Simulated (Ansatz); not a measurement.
C3H8OSi can be A, `OC/C=C/[SiH3]`, or B, `C/C([SiH3])=C\O`.

Computed with Ansatz on PBE0-D4/def2-TZVP structures; ΔE is electronic, products minus reactants. CCSD(T)/CBS adds triple-zeta CCSD(T) − MP2 to the extrapolated MP2 energy (def2 sets, frozen cores). Double bonds are as drawn, so ΔE can hold a change between cis and trans. DFT in def2-TZVPP. B3LYP here is the variant with VWN-RPA as its local correlation; programs differ in this. Each species was taken in one conformer, which may not be the lowest.

A:

```xyz
13

O    -2.2418   -1.3869    0.9844
C    -0.9529   -1.5859    0.4385
C    -0.4188   -0.3483   -0.2056
C     0.7580    0.2097    0.0774
Si    1.3844    1.7499   -0.7505
H    -2.1840   -0.6704    1.6226
H    -1.0727   -2.3742   -0.3111
H    -0.2442   -1.9520    1.1936
H    -1.0802    0.1054   -0.9435
H     1.3797   -0.2769    0.8303
H     1.6635    2.8124    0.2540
H     2.6523    1.4811   -1.4820
H     0.3566    2.2360   -1.7082
```

B:

Z-matrix (Å, degrees):
```
C
C 1 1.501
H 1 1.095 2 111.0
H 1 1.090 2 111.8 3 -120.8
H 1 1.095 2 111.0 3 118.5
Si 2 1.850 1 120.2 3 -60.0
C 2 1.334 1 122.1 3 120.0
H 6 1.489 2 109.6 1 -180.0
H 6 1.491 2 111.3 1 -59.5
H 6 1.490 2 111.3 1 59.5
O 7 1.357 2 122.8 1 0.0
H 7 1.088 2 121.8 1 180.0
H 11 0.959 7 109.5 2 179.9
```

(1) Which isomer does CCSD(T)/CBS put lower? Give the gap. (An estimate is asked.)

(2) Give E(B) − E(A) in kJ/mol with ωB97M-V, BLYP-D4, r2SCAN-D4, LDA (SPW92), B3LYP-D4, CCSD(T)/def2-SVP, MP2/def2-TZVPP. (Best estimate.)

(3) Does the order hold for the free energy at 298.15 K (harmonic terms from PBE0-D4)? (An estimate is asked.)

Largest T1 diagnostic: 0.012.

Results:

(1) The calculation gave: B, by 27.2 kJ/mol.

(2) Computed: ωB97M-V -30.6, BLYP-D4 -32.6, r2SCAN-D4 -36.3, LDA (SPW92) -43.9, B3LYP-D4 -31.2, CCSD(T)/def2-SVP -31.7, MP2/def2-TZVPP -31.5. None reverses the order clearly.

(3) The calculation gave: Yes: G(B) − G(A) = -28.1 kJ/mol, for one conformer each.

At CCSD(T), def2-SVP lies −4.5 kJ/mol from the extrapolated value and def2-TZVPP +0.4 kJ/mol. In def2-TZVPP, CCSD(T) changes the Hartree–Fock value by −9.4 kJ/mol (the triples alone add −2.1 kJ/mol) and MP2 by −14.1 kJ/mol.
